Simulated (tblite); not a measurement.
Record of a relaxation.

Species: C3H10O2S2Si2.
Bonds: O1–Si2, Si2–O3, O3–C4, C4–Si5, Si2–S6, S6–C7, C7–C8, C8–S9, Si2–S9. Hydrogens: H10 on O1; H11, H12 on C4; H13, H14, H15 on Si5; H16, H17 on C7; H18, H19 on C8.

Computed with GFN2-xTB (tblite), gas phase: L-BFGS steps from a force-field or distance-geometry start until the largest atomic force falls under 0.01 eV/Å. 9 of its 205 geometries are shown.

Step 0: E = -808.2569 eV, largest atomic force 2.628 eV/Å
```
atom  x, y, z in Å  |  force x, y, z in eV/Å
O1      0.054   -1.003   -1.743    0.006   2.093   1.474
Si2    -0.327   -0.090   -0.327   -0.051  -0.264   0.032
O3      1.012    0.744    0.305   -2.149  -1.181  -0.946
C4      2.152    0.020   -0.024    0.651  -1.599  -0.600
Si5     3.718    0.808    0.609    1.178   1.032   0.304
S6     -1.343   -1.305    1.157    0.317  -0.516  -0.162
C7     -3.031   -1.019    0.505    0.326  -0.219  -0.662
C8     -3.221    0.470    0.463   -1.905  -0.046  -0.268
S9     -2.032    1.177   -0.693    0.224   0.701  -0.317
H10     0.535   -0.409   -2.350   -0.407  -0.762   0.174
H11     2.225   -0.056   -1.133    0.034  -0.099   0.525
H12     2.084   -1.054    0.351   -0.042   1.081  -0.396
H13     4.715    0.908   -0.484   -0.227  -0.094   0.063
H14     4.352   -0.030    1.626   -0.120   0.018   0.119
H15     3.487    2.204    1.048   -0.080  -0.428  -0.015
H16    -3.081   -1.377   -0.547    0.131  -0.101   0.657
H17    -3.793   -1.551    1.093    0.521   0.236   0.050
H18    -3.258    0.943    1.450    0.549  -0.034  -0.208
H19    -4.258    0.629    0.027    1.046   0.181   0.176
```

Step 26: E = -809.0804 eV, largest atomic force 0.181 eV/Å
```
atom  x, y, z in Å  |  force x, y, z in eV/Å
O1     -0.236   -0.975   -1.701   -0.024  -0.012   0.010
Si2    -0.372   -0.111   -0.327   -0.036  -0.056   0.056
O3      1.019    0.535    0.163   -0.018   0.011   0.014
C4      2.255   -0.115   -0.106    0.034   0.047   0.005
Si5     3.673    0.908    0.667    0.060   0.065   0.035
S6     -1.292   -1.467    1.039   -0.039   0.010   0.043
C7     -2.949   -0.989    0.447    0.007  -0.037  -0.031
C8     -3.134    0.512    0.456    0.019   0.001   0.057
S9     -1.850    1.424   -0.461    0.047   0.022  -0.173
H10     0.141   -0.660   -2.520   -0.036   0.071   0.036
H11     2.354   -0.196   -1.190    0.077  -0.078  -0.027
H12     2.202   -1.129    0.292    0.068  -0.022  -0.027
H13     4.722    1.049   -0.354   -0.044  -0.017   0.055
H14     4.223    0.199    1.826   -0.041  -0.005  -0.038
H15     3.164    2.216    1.066   -0.029  -0.024  -0.039
H16    -3.054   -1.411   -0.550   -0.066   0.048  -0.101
H17    -3.679   -1.450    1.111    0.039  -0.031   0.017
H18    -3.114    0.881    1.479    0.003   0.055   0.092
H19    -4.082    0.789   -0.005   -0.021  -0.049   0.018
```

Step 51: E = -809.1267 eV, largest atomic force 0.137 eV/Å
```
atom  x, y, z in Å  |  force x, y, z in eV/Å
O1     -0.245   -1.049   -1.774    0.035  -0.006   0.048
Si2    -0.352   -0.234   -0.369   -0.063   0.036   0.010
O3      1.048    0.357    0.149   -0.042   0.087   0.047
C4      2.332   -0.187   -0.126    0.007   0.017   0.004
Si5     3.600    0.973    0.709    0.110   0.062   0.052
S6     -1.327   -1.533    1.011   -0.052  -0.042  -0.077
C7     -2.962   -0.963    0.428    0.015  -0.036   0.029
C8     -3.040    0.545    0.498    0.045  -0.022   0.030
S9     -1.794    1.348   -0.564    0.049  -0.042  -0.015
H10    -0.197   -0.592   -2.610   -0.007  -0.006  -0.098
H11     2.454   -0.258   -1.208    0.013   0.006  -0.041
H12     2.367   -1.205    0.263    0.032  -0.042   0.013
H13     4.758    1.140   -0.176   -0.033  -0.040  -0.023
H14     4.062    0.362    1.958   -0.056   0.015  -0.005
H15     2.965    2.266    0.951   -0.016  -0.049  -0.017
H16    -3.105   -1.333   -0.587   -0.015   0.030   0.017
H17    -3.701   -1.413    1.088   -0.028  -0.010   0.005
H18    -2.861    0.873    1.522   -0.003   0.076   0.039
H19    -4.012    0.910    0.167    0.010  -0.035  -0.018
```

Step 76: E = -809.2392 eV, largest atomic force 0.144 eV/Å
```
atom  x, y, z in Å  |  force x, y, z in eV/Å
O1      0.093   -0.850   -2.034   -0.119   0.011  -0.080
Si2    -0.305   -0.371   -0.532    0.010   0.042   0.048
O3      1.028    0.038    0.252    0.020  -0.053   0.066
C4      2.379   -0.239   -0.101    0.019   0.034   0.010
Si5     3.460    1.064    0.780    0.019   0.010   0.041
S6     -1.438   -1.813    0.591   -0.011   0.023  -0.024
C7     -3.022   -0.919    0.441   -0.002   0.007   0.014
C8     -2.840    0.575    0.596   -0.012   0.029   0.009
S9     -1.703    1.251   -0.652    0.018   0.006  -0.022
H10    -0.572   -0.870   -2.723    0.118  -0.065   0.039
H11     2.475   -0.191   -1.186   -0.029  -0.009  -0.028
H12     2.610   -1.266    0.193   -0.028   0.040   0.020
H13     4.747    1.069    0.080    0.011   0.027   0.026
H14     3.658    0.727    2.192   -0.036  -0.069  -0.049
H15     2.784    2.357    0.705    0.009   0.007  -0.071
H16    -3.459   -1.168   -0.528    0.013   0.039   0.020
H17    -3.670   -1.291    1.234    0.017  -0.062  -0.025
H18    -2.445    0.822    1.584   -0.028  -0.020  -0.065
H19    -3.791    1.085    0.440    0.009   0.003   0.070
```

Step 102: E = -809.2682 eV, largest atomic force 0.030 eV/Å
```
atom  x, y, z in Å  |  force x, y, z in eV/Å
O1      0.137   -0.840   -2.050   -0.026  -0.014  -0.007
Si2    -0.300   -0.395   -0.550   -0.007   0.002  -0.002
O3      1.024   -0.046    0.276   -0.008  -0.028   0.003
C4      2.375   -0.241   -0.133   -0.002  -0.001   0.008
Si5     3.379    1.104    0.768   -0.002   0.011  -0.008
S6     -1.500   -1.870    0.455    0.002   0.018  -0.009
C7     -3.034   -0.881    0.411    0.012  -0.011   0.011
C8     -2.752    0.580    0.676    0.016  -0.002  -0.015
S9     -1.653    1.267   -0.605   -0.015   0.016  -0.003
H10    -0.512   -1.080   -2.708    0.023   0.008  -0.012
H11     2.427   -0.180   -1.220    0.011   0.010   0.016
H12     2.666   -1.256    0.148    0.016  -0.005  -0.001
H13     4.753    1.063    0.264    0.007  -0.010  -0.004
H14     3.348    0.816    2.201   -0.005  -0.003   0.013
H15     2.755    2.397    0.498    0.006   0.007  -0.016
H16    -3.499   -1.017   -0.567    0.000   0.003   0.004
H17    -3.686   -1.293    1.180   -0.006   0.002  -0.001
H18    -2.268    0.717    1.643    0.001   0.001   0.027
H19    -3.671    1.164    0.644   -0.023  -0.003  -0.004
```

Step 128: E = -809.2721 eV, largest atomic force 0.026 eV/Å
```
atom  x, y, z in Å  |  force x, y, z in eV/Å
O1      0.134   -0.847   -2.077    0.006  -0.009  -0.006
Si2    -0.299   -0.442   -0.565    0.012   0.007   0.004
O3      1.027   -0.177    0.289    0.012  -0.003   0.011
C4      2.384   -0.263   -0.132    0.010   0.000  -0.006
Si5     3.329    1.133    0.758   -0.014  -0.005   0.017
S6     -1.537   -1.905    0.404    0.008   0.012   0.000
C7     -3.038   -0.867    0.417   -0.001   0.000  -0.001
C8     -2.708    0.579    0.708    0.006   0.011   0.000
S9     -1.608    1.259   -0.576   -0.016   0.010   0.010
H10    -0.510   -1.038   -2.756    0.001   0.010   0.002
H11     2.426   -0.188   -1.218   -0.006  -0.002  -0.007
H12     2.751   -1.256    0.138   -0.006  -0.006   0.007
H13     4.737    1.030    0.371   -0.005   0.008  -0.014
H14     3.176    0.935    2.199   -0.003  -0.003   0.016
H15     2.765    2.423    0.365   -0.002  -0.014  -0.022
H16    -3.526   -0.964   -0.553   -0.007  -0.009  -0.012
H17    -3.689   -1.274    1.190   -0.002  -0.012   0.002
H18    -2.211    0.682    1.672    0.005   0.009  -0.002
H19    -3.612    1.188    0.698    0.003  -0.004   0.001
```

Step 153: E = -809.2743 eV, largest atomic force 0.022 eV/Å
```
atom  x, y, z in Å  |  force x, y, z in eV/Å
O1      0.144   -0.820   -2.079    0.005   0.004   0.018
Si2    -0.284   -0.455   -0.555   -0.013   0.005   0.001
O3      1.045   -0.274    0.313    0.001  -0.005   0.001
C4      2.399   -0.311   -0.126    0.010   0.008   0.010
Si5     3.283    1.141    0.736   -0.008   0.006   0.009
S6     -1.541   -1.913    0.392    0.007  -0.008   0.002
C7     -3.029   -0.859    0.418    0.003   0.003  -0.009
C8     -2.687    0.581    0.727    0.003   0.001   0.001
S9     -1.566    1.270   -0.533   -0.002  -0.017  -0.003
H10    -0.503   -0.927   -2.773   -0.011  -0.002  -0.019
H11     2.424   -0.251   -1.214    0.007  -0.002   0.003
H12     2.806   -1.284    0.156   -0.001  -0.005   0.012
H13     4.710    1.043    0.426    0.011   0.006  -0.016
H14     3.054    1.024    2.175    0.000  -0.003  -0.012
H15     2.720    2.392    0.228    0.000   0.000   0.001
H16    -3.518   -0.944   -0.554   -0.011   0.010   0.001
H17    -3.683   -1.270    1.187   -0.003  -0.001  -0.009
H18    -2.198    0.671    1.697   -0.001  -0.010   0.009
H19    -3.587    1.196    0.714    0.003   0.010   0.000
```

Step 178: E = -809.3027 eV, largest atomic force 0.074 eV/Å
```
atom  x, y, z in Å  |  force x, y, z in eV/Å
O1      0.222   -0.620   -2.066   -0.019   0.004  -0.018
Si2    -0.190   -0.544   -0.495    0.007   0.004   0.025
O3      1.106   -0.822    0.394   -0.061  -0.014   0.018
C4      2.466   -0.578    0.072   -0.011   0.038  -0.015
Si5     2.936    1.230    0.470   -0.031   0.010   0.030
S6     -1.670   -1.965    0.111   -0.001  -0.021  -0.003
C7     -3.007   -0.735    0.280   -0.031   0.007  -0.005
C8     -2.504    0.538    0.922    0.021  -0.013  -0.009
S9     -1.212    1.312   -0.105    0.006   0.004  -0.029
H10    -0.425   -0.511   -2.761    0.038   0.008   0.005
H11     2.621   -0.811   -0.982    0.007  -0.021  -0.030
H12     3.041   -1.292    0.665    0.026  -0.002  -0.001
H13     4.379    1.340    0.263    0.029   0.006  -0.046
H14     2.606    1.469    1.875   -0.024   0.030  -0.005
H15     2.196    2.130   -0.417    0.028  -0.051   0.046
H16    -3.416   -0.536   -0.712   -0.003   0.006  -0.008
H17    -3.778   -1.198    0.896    0.020   0.003   0.000
H18    -2.075    0.334    1.902    0.007   0.003   0.053
H19    -3.306    1.268    1.019   -0.008   0.000  -0.008
```

Step 204: E = -809.3076 eV, largest atomic force 0.009 eV/Å
```
atom  x, y, z in Å  |  force x, y, z in eV/Å
O1      0.288   -0.568   -2.032    0.003  -0.003   0.004
Si2    -0.179   -0.544   -0.475    0.007  -0.002  -0.003
O3      1.092   -0.868    0.436    0.002   0.004   0.004
C4      2.455   -0.613    0.130   -0.001  -0.005   0.005
Si5     2.897    1.222    0.418    0.002  -0.005   0.007
S6     -1.687   -1.967    0.051    0.000   0.005  -0.003
C7     -3.010   -0.726    0.259    0.002   0.006   0.001
C8     -2.496    0.523    0.939   -0.003   0.000   0.003
S9     -1.193    1.311   -0.062    0.005   0.001  -0.006
H10    -0.311   -0.370   -2.748   -0.007  -0.001  -0.004
H11     2.637   -0.909   -0.905   -0.007   0.002  -0.002
H12     3.033   -1.278    0.775    0.001  -0.006   0.001
H13     4.322    1.349    0.111    0.003   0.003  -0.002
H14     2.619    1.544    1.817    0.001   0.007  -0.005
H15     2.091    2.048   -0.479   -0.002   0.004   0.000
H16    -3.413   -0.493   -0.728   -0.007   0.000   0.003
H17    -3.785   -1.199    0.861    0.002  -0.005  -0.005
H18    -2.078    0.292    1.919   -0.006  -0.003  -0.002
H19    -3.294    1.257    1.046    0.005  -0.004   0.003
```

**Question.** Summarise the path.

**Answer.** The energy falls by 24.23 kcal/mol from step 0 to step 204; nine tenths of that is first reached at step 69. It rises by more than 0.2 meV at steps 64, 67, 70, 161 and 169. The largest force goes from 2.628 to 0.009 eV/Å. Among the bonds O1–Si2 changes most (a near tie, within 0.001 Å, with another), from 1.727 to 1.625 Å; the atoms move by 1.197 Å rms after alignment.

**Question.** Follow the three bonds and two angles with the largest change from start to end.

**Answer.** 
```csv
step,E above end (kcal/mol),largest force (eV/Å),O1–Si2 (Å),Si2–O3 (Å),C4–H12 (Å),Si2–O3–C4 (°),Si2–O1–H10 (°)
0,24.23,2.628,1.727,1.699,1.139,107.6,107.3
9,7.62,0.323,1.633,1.627,1.090,116.4,120.0
18,6.47,0.187,1.628,1.621,1.093,117.5,121.6
27,5.17,0.124,1.628,1.612,1.093,120.6,125.2
35,4.70,0.100,1.626,1.608,1.091,123.6,123.6
44,4.41,0.075,1.628,1.608,1.092,125.5,122.5
53,4.08,0.122,1.627,1.606,1.092,125.6,121.3
62,3.16,0.224,1.628,1.606,1.090,123.4,122.6
71,2.16,0.195,1.628,1.603,1.091,125.6,121.3
80,1.35,0.094,1.625,1.599,1.092,128.0,120.9
89,1.19,0.081,1.625,1.601,1.093,127.8,122.6
98,0.97,0.050,1.625,1.600,1.092,127.1,121.5
106,0.90,0.056,1.624,1.600,1.092,127.6,121.8
115,0.87,0.022,1.625,1.600,1.092,128.1,122.0
124,0.84,0.064,1.625,1.599,1.092,128.3,122.1
133,0.80,0.020,1.624,1.599,1.092,128.5,122.2
142,0.78,0.024,1.624,1.599,1.092,128.4,122.1
151,0.77,0.013,1.624,1.598,1.092,128.4,122.0
160,0.71,0.093,1.624,1.595,1.093,129.4,121.7
169,0.53,0.242,1.624,1.591,1.085,129.1,123.1
177,0.14,0.234,1.626,1.595,1.095,128.4,121.4
186,0.03,0.031,1.625,1.596,1.092,127.1,121.9
195,0.01,0.016,1.625,1.597,1.092,127.0,122.2
204,0.00,0.009,1.625,1.597,1.092,127.2,122.4
```

The cost below is that of the whole relaxation. On one thread of an Intel Xeon Platinum 8375C at 2.90 GHz, no GPU, on a shared host, this took 3.2 s of wall time.
